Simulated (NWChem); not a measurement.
All runs are NWChem calculations. System: GeS, charge 0, spin multiplicity 3, at the geometry of a parent with another charge or spin, in a state set for the comparison that need not be this species' ground state. Its SCF solution wasn't tested for a lower state. Level: ROCCSD(T)/def2-TZVP, 14 core orbitals frozen.

The NWChem input:

```
start mol
memory heap 100 mb stack 700 mb global 1900 mb
geometry units angstroms nocenter noautoz
  Ge     0.000000     0.000000     0.672680
  S      0.000000     0.000000    -1.345359
  symmetry group C2v
end
basis spherical
  * library def2-tzvp
end
scf
  rohf
  nopen 2
  maxiter 100
  thresh 1e-7
  semidirect memsize 60000000 filesize 0
  # guess.movecs holds the orbitals of an unrestricted PBE0 run
  vectors input guess.movecs swap 22 24 output mol.movecs
end
tce
  freeze core 14
  ccsd(t)
  2eorb
  2emet 13
  thresh 1e-6
  maxiter 100
  tilesize 24
end
task tce energy
```

Output (cleaned and shortened):

```
             Northwest Computational Chemistry Package (NWChem) 7.3.0
             --------------------------------------------------------

                                NWChem Input Module
                                -------------------

 Scaling coordinates for geometry "geometry" by  1.889725989
 (inverse scale =  0.529177249)

 Turning off AUTOSYM since
 SYMMETRY directive was detected!

                             Geometry "geometry" -> ""
                             -------------------------

 Output coordinates in angstroms (scale by  1.889725989 to convert to a.u.)

  No.       Tag          Charge          X              Y              Z
 ---- ---------------- ---------- -------------- -------------- --------------
    1 Ge                  32.0000     0.00000000     0.00000000     0.67268000
    2 S                   16.0000     0.00000000     0.00000000    -1.34535900

 Effective nuclear repulsion energy (a.u.)     134.2584318181

            Nuclear Dipole moment (a.u.)
            ----------------------------
        X                 Y               Z
 ---------------- ---------------- ----------------
     0.0000000000     0.0000000000     0.0000302356

      Symmetry information
      --------------------

 Group name             C2v
 Group number             16
 Group order               4
 No. of unique centers     2

      Symmetry unique atoms

     1    2


 Summary of "ao basis" -> "" (spherical)
 ------------------------------------------------------------------------------
       Tag                 Description            Shells   Functions and Types
 ---------------- ------------------------------  ------  ---------------------
 *                         def2-tzvp                  on all atoms

 Summary of "ao basis" -> "ao basis" (spherical)
 ------------------------------------------------------------------------------
       Tag                 Description            Shells   Functions and Types
 ---------------- ------------------------------  ------  ---------------------
 Ge                        def2-tzvp                16       48   6s5p4d1f
 S                         def2-tzvp                13       37   5s5p2d1f

                                 NWChem SCF Module
                                 -----------------

  ao basis        = "ao basis"
  functions       =    85
  atoms           =     2
  closed shells   =    23
  open shells     =     2
  charge          =   0.00
  wavefunction    = ROHF
  use symmetry    = T
  symmetry adapt  = T

 Summary of "ao basis" -> "ao basis" (spherical)
 ------------------------------------------------------------------------------
       Tag                 Description            Shells   Functions and Types
 ---------------- ------------------------------  ------  ---------------------
 Ge                        def2-tzvp                16       48   6s5p4d1f
 S                         def2-tzvp                13       37   5s5p2d1f

      Symmetry analysis of basis
      --------------------------

        a1         37
        a2          8
        b1         20
        b2         20

 Forming initial guess at       0.1s

 Swapping ROHF orbitals    22   24

      Symmetry analysis of molecular orbitals - initial
      -------------------------------------------------

  Numbering of irreducible representations:

     1 a1          2 a2          3 b1          4 b2

  Orbital symmetries:

     1 a1          2 a1          3 a1          4 b1          5 a1
     6 b2          7 a1          8 a1          9 a1         10 b1
    11 b2         12 b1         13 a1         14 b2         15 a1
    16 b1         17 a2         18 b2         19 a1         20 a1
    21 a1         22 b1         23 b2         24 a1         25 b2
    26 b1         27 a1         28 a1         29 a2         30 a1
    31 b2         32 b1         33 a1         34 a1         35 b1

 Starting SCF solution at       0.1s

 ----------------------------------------------
         Quadratically convergent ROHF

 Convergence threshold     :          1.000E-07
 Maximum no. of iterations :          100
 Final Fock-matrix accuracy:          1.000E-09
 ----------------------------------------------

              iter       energy          gnorm     gmax       time
             ----- ------------------- --------- --------- --------
                 1    -2472.7959749760  1.15D+00  4.87D-01      1.5
                 2    -2472.8278960493  3.18D-01  9.85D-02      1.5
                 3    -2472.8347116665  2.11D-02  1.31D-02      1.6
                 4    -2472.8355170598  4.11D-03  1.85D-03      1.8
                 5    -2472.8355351235  8.74D-05  4.33D-05      2.0
                 6    -2472.8355351338  5.32D-08  2.72D-08      2.3

       Final ROHF results
       ------------------

         Total SCF energy =  -2472.835535133754
      One-electron energy =  -3711.976180849553
      Two-electron energy =   1104.882213897660
 Nuclear repulsion energy =    134.258431818139

        Time for solution =      2.2s

       Symmetry analysis of molecular orbitals - final
       -----------------------------------------------

  Numbering of irreducible representations:

     1 a1          2 a2          3 b1          4 b2

  Orbital symmetries:

     1 a1          2 a1          3 a1          4 b1          5 b2
     6 a1          7 a1          8 a1          9 a1         10 b1
    11 b2         12 b1         13 a1         14 b2         15 a1
    16 b1         17 a2         18 b2         19 a1         20 a1
    21 a1         22 b2         23 b1         24 a1         25 b2
[...]
    8   -7.2404
    9   -6.6353
   10   -6.6332
   11   -6.6327
   12   -5.2162
   13   -5.2135
   14   -5.2100
   15   -1.6910
   16   -1.6897
   17   -1.6855
   18   -1.6822
   19   -1.6820
   20   -0.9306
   21   -0.5702
   22   -0.3942
   23   -0.3851
   24   -0.2623
   25   -0.0947
   26    0.0183
   27    0.1542
   28    0.2878
   29    0.2905
   30    0.3057
   31    0.3217
   32    0.3267
   33    0.3457
   34    0.3886
   35    0.4317

                       ROHF Final Molecular Orbital Analysis
                       -------------------------------------

 Vector   23  Occ=2.000000D+00  E=-3.851368D-01  Symmetry=b1
              MO Center=  1.3D-14, -1.4D-15, -9.6D-01, r^2= 2.0D+00
   Bfn.  Coefficient  Atom+Function         Bfn.  Coefficient  Atom+Function
  ----- ------------  ---------------      ----- ------------  ---------------
    63      0.462308  2 S  px                66      0.307905  2 S  px
    60      0.202466  2 S  px                16      0.191176  1 Ge px
    54     -0.164506  2 S  px                19      0.162556  1 Ge px

 Vector   24  Occ=1.000000D+00  E=-2.623157D-01  Symmetry=a1
              MO Center= -4.6D-15,  5.8D-17,  4.9D-01, r^2= 3.0D+00
   Bfn.  Coefficient  Atom+Function         Bfn.  Coefficient  Atom+Function
  ----- ------------  ---------------      ----- ------------  ---------------
     6      0.483831  1 Ge s                 18      0.406540  1 Ge pz
    65     -0.322170  2 S  pz                 5      0.290810  1 Ge s
    68     -0.213291  2 S  pz                21      0.197336  1 Ge pz
    12     -0.167222  1 Ge pz                 4     -0.164732  1 Ge s

 Vector   25  Occ=1.000000D+00  E=-9.472552D-02  Symmetry=b2
              MO Center= -2.8D-15, -3.4D-14,  6.7D-01, r^2= 3.0D+00
   Bfn.  Coefficient  Atom+Function         Bfn.  Coefficient  Atom+Function
  ----- ------------  ---------------      ----- ------------  ---------------
    20      0.614953  1 Ge py                17      0.516749  1 Ge py
    67     -0.244691  2 S  py                11     -0.199592  1 Ge py
    64     -0.172924  2 S  py

 Vector   26  Occ=0.000000D+00  E= 1.826254D-02  Symmetry=b1
              MO Center=  4.1D-14,  1.2D-16,  4.8D-01, r^2= 3.8D+00
   Bfn.  Coefficient  Atom+Function         Bfn.  Coefficient  Atom+Function
  ----- ------------  ---------------      ----- ------------  ---------------
    19      0.784520  1 Ge px                66     -0.371596  2 S  px
    16      0.332741  1 Ge px                63     -0.199743  2 S  px
    10     -0.162937  1 Ge px

 Vector   27  Occ=0.000000D+00  E= 1.542025D-01  Symmetry=a1
              MO Center=  4.8D-15, -2.1D-15,  1.9D-01, r^2= 6.6D+00
   Bfn.  Coefficient  Atom+Function         Bfn.  Coefficient  Atom+Function
  ----- ------------  ---------------      ----- ------------  ---------------
    53      1.789638  2 S  s                 21      1.770800  1 Ge pz
     6     -1.608342  1 Ge s                 68      1.194119  2 S  pz
    65      0.262565  2 S  pz                18      0.165148  1 Ge pz

 Vector   28  Occ=0.000000D+00  E= 2.877961D-01  Symmetry=a1
              MO Center=  3.4D-14,  3.1D-14,  4.9D-01, r^2= 4.2D+00
   Bfn.  Coefficient  Atom+Function         Bfn.  Coefficient  Atom+Function
  ----- ------------  ---------------      ----- ------------  ---------------
    41      0.998294  1 Ge d  2               5     -0.418186  1 Ge s
    53      0.376888  2 S  s                 68      0.323921  2 S  pz
    39     -0.303663  1 Ge d  0              21      0.266315  1 Ge pz
    36     -0.222692  1 Ge d  2

 center of mass
 --------------
 x =   0.00000000 y =   0.00000000 z =   0.11977640

 moments of inertia (a.u.)
 ------------------
         324.585733382084           0.000000000000           0.000000000000
           0.000000000000         324.585733382084           0.000000000000
           0.000000000000           0.000000000000           0.000000000000

  Mulliken analysis of the total density
  --------------------------------------

    Atom       Charge   Shell Charges
 -----------   ------   -------------------------------------------------------
    1 Ge  32    31.64   2.00  2.00  1.17  0.79  0.95  0.64  5.98  4.42  1.58  1.06  0.88  8.92  1.09  0.03  0.12  0.02
    2 S   16    16.36   2.01  0.49  1.48  1.08  0.81  4.18  1.69  0.86  2.32  1.37  0.02  0.05  0.01

 Mulliken analysis of the open-shell density
 -------------------------------------------

    Atom       Charge   Shell Charges
 -----------   ------   -------------------------------------------------------
    1 Ge  32     1.62   0.00  0.00  0.00 -0.01  0.10  0.21  0.00  0.03 -0.02  0.67  0.58  0.00 -0.00  0.01  0.03  0.00
    2 S   16     0.38   0.00 -0.00 -0.00 -0.00  0.00  0.01 -0.01  0.08  0.22  0.06  0.00  0.01  0.00

       Multipole analysis of the density wrt the origin
       ------------------------------------------------

     L   x y z        total         open         nuclear
     -   - - -        -----         ----         -------
     0   0 0 0     -0.000000     -2.000000     48.000000

     1   1 0 0     -0.000000      0.000000      0.000000
     1   0 1 0     -0.000000      0.000000      0.000000
     1   0 0 1      1.125383     -2.187012      0.000030

     2   2 0 0    -21.724509     -3.071625      0.000000
     2   1 1 0     -0.000000     -0.000000      0.000000
     2   1 0 1      0.000000      0.000000      0.000000
     2   0 2 0    -24.955615     -6.640452      0.000000
     2   0 1 1      0.000000      0.000000      0.000000
     2   0 0 2    -21.927379    -14.049814    155.126325

                   NWChem Extensible Many-Electron Theory Module
                   ---------------------------------------------


            General Information
            -------------------
      Number of processors :     1
         Wavefunction type : Restricted open-shell Hartree-Fock
          No. of electrons :    48
           Alpha electrons :    25
            Beta electrons :    23
           No. of orbitals :   170
            Alpha orbitals :    85
             Beta orbitals :    85
        Alpha frozen cores :    14
         Beta frozen cores :    14
     Alpha frozen virtuals :     0
      Beta frozen virtuals :     0
         Spin multiplicity : triplet
    Number of AO functions :    85
       Number of AO shells :    29
        Use of symmetry is : on
      Symmetry adaption is : on
         Schwarz screening : 0.10D-09

          Correlation Information
          -----------------------
          Calculation type : Coupled-cluster singles & doubles w/ perturbation
   Perturbative correction : (T)
            Max iterations :      100
        Residual threshold : 0.10D-05
     T(0) DIIS level shift : 0.00D+00
     L(0) DIIS level shift : 0.00D+00
     T(1) DIIS level shift : 0.00D+00
     L(1) DIIS level shift : 0.00D+00
     T(R) DIIS level shift : 0.00D+00
     T(I) DIIS level shift : 0.00D+00
   CC-T/L Amplitude update :  5-th order DIIS
                I/O scheme : Global Array Library
        L-threshold :  0.10D-05
        EOM-threshold :  0.10D-05
 no EOMCCSD initial starts read in
 TCE RESTART OPTIONS
 SLICE:      F
 D4D5:       F
 quantumc:   F
 qrotation:  F
 pwtce:      F
 qducc:      F
 nacto:                         0
 nrotv:                         0
 nrot:                          0

            Memory Information
            ------------------
          Available GA space size is     249022350 doubles
          Available MA space size is     104843324 doubles

 Maximum block size supplied by input
 Maximum block size        24 doubles

 tile_dim =     24

 -------------------------------------------------

 Global array virtual files algorithm will be used

 Parallel file system coherency ......... OK

 4-electron integrals stored in orbital form

 v2    file size   =          1741713
 4-index algorithm nr.  13 is used
 imaxsize =       30
 imaxsize ichop =        0


CCSD iterations
 ---------------------------------------------------------
 Iter          Residuum       Correlation     Cpu    Wall
 ---------------------------------------------------------
    1   0.1731780911267  -0.3799608735301     0.8     0.8
    2   0.0401627350184  -0.3734084395645     0.8     0.8
    3   0.0170358462660  -0.3842756052023     0.8     0.8
    4   0.0101260582828  -0.3830855239146     0.8     0.8
    5   0.0062165571448  -0.3850545651012     0.8     0.8
    6   0.0028248637635  -0.3850875765588     0.8     0.8
    7   0.0017356955773  -0.3849556704255     0.8     0.8
    8   0.0010678862040  -0.3850317407741     0.8     0.8
    9   0.0008751100267  -0.3849998068477     0.8     0.8
   10   0.0006116111889  -0.3850778574728     0.8     0.8
   11   0.0001498649645  -0.3850972179931     0.9     0.9
   12   0.0000997654717  -0.3850862377741     0.8     0.8
   13   0.0000727160456  -0.3850881604153     1.0     1.0
   14   0.0000556417887  -0.3850874490982     1.2     1.2
   15   0.0000418340774  -0.3850873979446     1.2     1.2
   16   0.0000123278666  -0.3850869845842     1.2     1.2
   17   0.0000063821175  -0.3850875715558     1.2     1.2
   18   0.0000053192081  -0.3850872036169     0.9     0.9
   19   0.0000034064077  -0.3850877001141     0.9     0.9
   20   0.0000029788702  -0.3850874524881     0.8     0.8
   21   0.0000008906280  -0.3850877836487     0.8     0.8
 -----------------------------------------------------------------
 Iterations converged
 CCSD correlation energy / hartree =        -0.385087783648678
 CCSD total energy / hartree       =     -2473.220622917402579

 Singles contributions

 Doubles contributions
 CCSD(T)
 Using plain CCSD(T) code
             total no. of tasks         3080
 total no. of tasks / no. procs         3080
                         wl_min            2           1.1
                         wl_max       884736           9.8
        thresh for no. of tasks         3080

 CCSD[T]  correction energy / hartree =        -0.023209395493757
 CCSD[T] correlation energy / hartree =        -0.408297179142435
 CCSD[T] total energy / hartree       =     -2473.243832312896302
 CCSD(T)  correction energy / hartree =        -0.021408469224133
 CCSD(T) correlation energy / hartree =        -0.406496252872811
 CCSD(T) total energy / hartree       =     -2473.242031386626877

 Task  times  cpu:       38.7s     wall:       38.7s

 Total times  cpu:       38.8s     wall:       38.8s
```
